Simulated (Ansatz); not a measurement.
Ideal-gas functions of C₂H₃BBrF (`B/C(Br)=C\F`) at 298.15 K and 1 bar, from an Ansatz frequency run at PBE0-D4/def2-TZVP.

Molar mass 136.76 g/mol, point group Cs (symmetry number 1), electronic degeneracy 1, moments of inertia 63.855, 314.068, 377.924 u Å². Harmonic wavenumbers (cm⁻¹, unscaled): 233, 248, 250, 272, 339, 392, 678, 890, 952, 1004, 1031, 1193, 1261, 1373, 1652, 2614, 2707, 3202.

Use S(trans) = R[1.5 ln M + 2.5 ln T − 1.1517]; rotational temperatures θ = 24.2544 K / I; S(rot) = R[ln(√π/σ · √(T³/θAθBθC)) + 1.5]; for each mode x = 1.438777 ν̃/T, S = R[x/(eˣ − 1) − ln(1 − e⁻ˣ)] and H = RT x/(eˣ − 1); 1 cm⁻¹ = 0.0119627 kJ/mol; R = 8.31446 J/(mol·K).

Problem. By hand: the entropy, in J/(mol·K).

Solution. Translation 170.2. Rotation: θ = 0.3798, 0.0772, 0.0642 K, giving 114.4. Vibration, mode by mode: 7.76, 7.30, 7.24, 6.63, 5.09, 4.15, 1.39, 0.61, 0.47, 0.39, 0.35, 0.18, 0.13, 0.08, 0.03, 0.00, 0.00, 0.00, in all 41.8. Electronic 0.0. Sum 326.4 J/(mol·K).

Problem. By hand: H − E and G − E in kJ/mol, counted from the electronic energy.

Solution. Zero-point energy ½ × 20291 × 0.0119627 = 121.4; thermal vibration 7.8; translation, rotation and pV give 4 RT = 9.9. H − E = 139.1 kJ/mol, and G − E = 139.1 − 298.15 × 326.4/1000 = 41.8 kJ/mol.

Vibration gives 13 % of the entropy.
